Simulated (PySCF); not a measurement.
C4H5F, SMILES F[C@H]1C=CC1. The structure is a stationary point at PBE-D3(BJ)/def2-SVP. The structure was generated by enumeration; whether it is a known compound was not checked.

All values below come from PBE-D3(BJ)/def2-SVP (PySCF 2.14.0).

Harmonic wavenumbers (cm⁻¹): 212, 378, 483, 664, 816, 854, 915, 927, 975, 982, 1032, 1097, 1138, 1171, 1183, 1281, 1322, 1396, 1599, 2963, 2980, 3046, 3115, 3149. Rotational constants (GHz): 11.01, 4.735, 3.707; symmetry number 1.

**Question.** Work out the zero-point energy and the ideal-gas rigid-rotor harmonic-oscillator thermochemistry at 298.15 K and 1 atm.

**Answer.** ZPE = ½ Σ hcν = ½ × 33678 cm⁻¹ = 201.44 kJ/mol. H − E(el) = 215.84 kJ/mol. Entropy in J/(mol K): translation 162.10, rotation 104.28, vibration 22.26, total 288.63. G − E(el) = 129.78 kJ/mol. Cp = 76.09 J/(mol K).
